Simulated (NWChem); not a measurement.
# CH$_{4}$F$_{2}$OSi; SMILES C[Si](O)(F)F

```xyz
9

C      0.2053    -1.8033     0.0030
Si    -0.0111     0.0189     0.0000
O     -1.6027     0.4036    -0.0047
F      0.7171     0.6954    -1.2744
F      0.7103     0.6996     1.2760
H     -0.2598    -2.2461     0.8960
H      1.2735    -2.0656     0.0011
H     -0.2635    -2.2488    -0.8868
H     -1.8508     1.3328    -0.0053
```
Atoms are numbered in this order, from 1.

Results from NWChem. Pople sets run with spherical d functions. All runs use the structure optimised with PBE0/def2-SVP. Level SCAN/6-31G*: energy and gradient on several grids; changes count from the extra-fine grid, which is no exact limit either.

| grid | size of the energy change (μHa) | largest change of a gradient component (μHa/bohr) | time, medium = 1 (rough) |
|---|---|---|---|
| xcoarse | 9000 | 4000 | about 1 |
| coarse | 9000 | 2000 | about 1 |
| medium | 8000 | 700 | about 1 |
| fine | 800 | 400 | about 1 |
| xfine | < 10 | < 30 | 2 |
